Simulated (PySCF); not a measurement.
What does the GFN2-xTB structure of `C[Si](C)(C)C` (TMS) look like in three dimensions?

```xyz
17
C4H12Si angstrom
C     -0.4066   -1.2134   -1.4194
Si    -0.0012   -0.0007   -0.0018
C      0.0081    1.7855   -0.6754
C     -1.3198   -0.1549    1.3703
C      1.7161   -0.4155    0.7216
H     -1.3797   -1.0036   -1.8532
H     -0.4187   -2.2416   -1.0702
H      0.3270   -1.1480   -2.2173
H      0.2425    2.5019    0.1064
H     -0.9581    2.0579   -1.0892
H      0.7465    1.9077   -1.4621
H     -2.3121    0.0753    0.9941
H     -1.3509   -1.1605    1.7791
H     -1.1170    0.5258    2.1917
H      1.7463   -1.4264    1.1171
H      2.4931   -0.3368   -0.0328
H      1.9775    0.2592    1.5312
```

Any rigid rotation of these coordinates is as good. Atoms count from 1 in this order. All 4 C–Si bonds measure 1.909 Å. Si2 (four-coordinate silicon) is tetrahedral (angles from 109.4° to 109.6°).

Bonds between heavy atoms (Å): C1–Si2 1.909, Si2–C3 1.909, Si2–C4 1.909, Si2–C5 1.909.

Computed geometry: GFN2-xTB, gas phase.

Point group: Td (tolerance 0.08 Å). Whether it is a minimum is left open (no frequencies).
